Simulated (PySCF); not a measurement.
A structure optimised at PBE0-D3(BJ)/def2-SVP, used in a PySCF frequency run:

```xyz
4

B      0.0000     0.0000    -0.9415
F      0.0000    -1.1290    -1.6050
F      0.0000     1.1290    -1.6050
Br     0.0000     0.0000     0.9599
```

### Question
Write its SMILES, formula and point group.

### Answer
FB(F)Br, BBrF2, C2v

### Question
What are its rotational constants (standard atomic weights)?

### Answer
10.434, 2.7944, 2.2041 GHz
